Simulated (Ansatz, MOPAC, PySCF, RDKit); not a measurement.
Torsion H4–N1–Ge2–Br3 in BrGeH2N (SMILES [NH2][Ge][Br]); at each angle all else is relaxed with GFN2-xTB, and the levels are single points there.
Geometry at 0° (charge 0, multiplicity 1):
```xyz
5

N     -0.712     0.005    -0.067
Ge     0.723    -1.057    -0.371
Br     1.997     0.597    -1.469
H     -0.836     0.976    -0.320
H     -1.538    -0.323     0.409
```

On the grid 0° to 330°, 270° is the highest and 0° the lowest point at CCSD(T)/CBS(cc-pVTZ, cc-pVQZ).

Rows in 3-21G carry no dispersion term and start afresh at each structure; the Pople sets are all-electron and without relativity. The state that PM3 reach isn't checked.

Programs: Ansatz (Gaussian basis) for Hartree–Fock, density functionals and correlated methods; MOPAC for PM3 (differences of heats of formation); PySCF for 3-21G rows; RDKit for the force fields. Each number belongs to the level named beside it.

### Question
One of these levels gives 37.57 kcal/mol for the energy at 270° less that at 0°. Name it.
A) UFF
B) HF/3-21G
C) HF/cc-pVDZ
D) PM3

### Answer
D, PM3. The others give 2.19 (UFF), 15.43 (HF/3-21G), 11.76 (HF/cc-pVDZ)

Ansatz is a program for electronic structure.
